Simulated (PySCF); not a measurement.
C9H5N3S2. Atoms are numbered in the order given.

```xyz
19

C      2.6951    -1.4379     0.0000
C      2.1966    -0.1023     0.0000
C      0.8426     0.1881     0.0000
C      0.3832     1.5769     0.0000
N      1.2057     2.5993     0.0000
C      0.5397     3.7869     0.0000
C     -0.8311     3.6948     0.0000
S     -1.3168     2.0383     0.0000
C     -0.0572    -0.9308     0.0000
N     -1.3897    -0.8713     0.0000
S     -1.9407    -2.4193     0.0000
N     -0.5088    -3.2181     0.0000
C      0.4570    -2.2933     0.0000
C      1.8614    -2.5314     0.0000
H      3.7777    -1.5849     0.0000
H      2.8926     0.7377     0.0000
H      1.1018     4.7225     0.0000
H     -1.5622     4.5011     0.0000
H      2.2360    -3.5554     0.0000
```

The structure is a stationary point at B3LYP-D3(BJ)/def2-SVP. This is a generated structure with no PubChem entry under its InChIKey; it may be hypothetical. The values are those of a single conformer.

Method: PySCF with PBE/pcSseg-1.

GIAO shieldings, no solvent; atoms alike by connectivity are averaged. δ = σ(ref) − σ: ¹³C against TMS (σ = 182.0 ppm); ¹⁵N against NH3 (σ = 267.0 ppm); ³³S against H2S (σ = 706.5 ppm); ¹H against TMS (σ = 31.49 ppm), references at their B3LYP-D3(BJ)/def2-TZVP geometries, non-relativistic.

| atoms | nucleus | count | δ (ppm) |
|---|---|---|---|
| C4 | ¹³C | 1 | 167.0 |
| C13 | ¹³C | 1 | [?] |
| C9 | ¹³C | 1 | [?] |
| C6 | ¹³C | 1 | [?] |
| C1 | ¹³C | 1 | [?] |
| C7 | ¹³C | 1 | 133.1 |
| C2 | ¹³C | 1 | [?] |
| C3 | ¹³C | 1 | 131.5 |
| C14 | ¹³C | 1 | 127.5 |
| N12 | ¹⁵N | 1 | [?] |
| N10 | ¹⁵N | 1 | [?] |
| N5 | ¹⁵N | 1 | 351.0 |
| S11 | ³³S | 1 | [?] |
| S8 | ³³S | 1 | 521.5 |
| H16 | ¹H | 1 | 9.41 |
| H19 | ¹H | 1 | 8.37 |
| H17 | ¹H | 1 | 8.32 |
| H15 | ¹H | 1 | 8.11 |
| H18 | ¹H | 1 | [?] |

### Question
Complete the blanks. (The exact figures need the calculation; the answer reports its results.)

### Answer

- C1, δ (ppm): 136.1
- H18, δ (ppm): 7.68
- N12, δ (ppm): 387.0
- C6, δ (ppm): 147.8
- N10, δ (ppm): 378.3
- S11, δ (ppm): 784.2
- C13, δ (ppm): 159.7
- C2, δ (ppm): 132.3
- C9, δ (ppm): 155.8
